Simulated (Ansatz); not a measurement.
BFH6OSi2 can be A, `OB[SiH2][SiH2]F`, or B, `OB(F)[SiH2][SiH3]`.

Gas-phase electronic energies from Ansatz, PBE0-D4/def2-TZVP geometries. CCSD(T)/CBS adds triple-zeta CCSD(T) − MP2 to the extrapolated MP2 energy (def2 sets, frozen cores). Functionals use def2-TZVPP. B3LYP here is the variant with VWN-RPA as its local correlation; programs differ in this. One conformer a species, not always the lowest.

(1) Which isomer does CCSD(T)/CBS put lower? Give the gap. (An estimate is asked.)

(2) Give E(B) − E(A) in kcal/mol with MP2/def2-TZVPP, B3LYP-D4, r2SCAN-D4, B3LYP, ωB97M-V, CCSD(T)/def2-TZVPP, HF/def2-TZVPP. (An estimate is asked.)

Largest T1 diagnostic: 0.014.

## Answers

(1) Ansatz gave: B, by 6.2 kcal/mol.

(2) Ansatz gave: MP2/def2-TZVPP -7.0, B3LYP-D4 -6.8, r2SCAN-D4 -7.8, B3LYP -7.3, ωB97M-V -7.1, CCSD(T)/def2-TZVPP -7.5, HF/def2-TZVPP -8.3. None reverses the order clearly.

In def2-TZVPP, CCSD(T) changes the Hartree–Fock value by +0.8 kcal/mol (the triples alone add +0.1 kcal/mol) and MP2 by +1.3 kcal/mol.
